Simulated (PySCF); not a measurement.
A series of related molecules.

All values: CAM-B3LYP/def2-SVPD (PySCF) at GFN2-xTB geometries, gas phase, one conformer each. Core orbitals are frozen in the response; Δα² is half the sum of the squared differences of the principal polarisabilities.

(1) Rank by mean static polarisability, highest first.
A. `FP(F)P`
B. `C[Si](C)(C)P(F)F`
C. `FP(F)[SiH3]`
D. `FP(F)F`

(2) Rank by HOMO energy, highest first.
A. `FP(F)F`
B. `P([SiH3])(F)F`
C. `C[Si](C)(C)P(F)F`

Answers

(1) B (13.29 Å³), C (8.24 Å³), A (7.96 Å³), D (3.83 Å³).

(2) C (-8.18 eV), B (-8.77 eV), A (-11.34 eV).

All values together:

| SMILES | formula | μ (D) | HOMO (eV) | LUMO (eV) | α (Å³) | Δα (Å³) | electrons | α per electron (Å³) |
| --- | --- | --- | --- | --- | --- | --- | --- | --- |
| FP(F)P | F2H2P2 | 2.40 | -8.75 | 0.12 | 7.96 | 3.34 | 50 | 0.159 |
| FP(F)[SiH3] | F2H3PSi | 2.27 | -8.77 | -0.11 | 8.24 | 2.80 | 50 | 0.165 |
| C[Si](C)(C)P(F)F | C3H9F2PSi | 3.03 | -8.18 | 0.17 | 13.29 | 1.72 | 74 | 0.180 |
| FP(F)F | PF3 | 1.77 | -11.34 | 0.21 | 3.83 | 0.40 | 42 | 0.091 |

Conformers: `[F:1][P:2]([F:3])[PH2:4]` with F1–P2–P4–H 179° and 86°.
